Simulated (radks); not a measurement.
All-electron atom: Xe2+ in [Kr] 4d10 5s2 5p4. All-electron calculation, scalar-relativistic Kohn-Sham, PBE, spin-polarised, spherical densities, point nucleus; open shells are filled with parallel spins first (spin-orbit coupling, left out, can overturn this in heavy ions). Program: a radial shooting solver on a logarithmic mesh with Libxc functionals.

X-ray form factor f0, the Fourier transform of the density (f0(0) = 52):

sin(theta)/lambda (1/angstrom)  f0 (electrons)
0.05                                    51.232
0.1                                     49.147
0.15                                    46.270
0.2                                     43.145
0.25                                    40.136
0.3                                     37.392
0.4                                     32.689
0.5                                     28.761
0.6                                     25.452
0.8                                     20.614
1                                       17.575
1.25                                    14.858
1.5                                     12.462
2                                        8.534
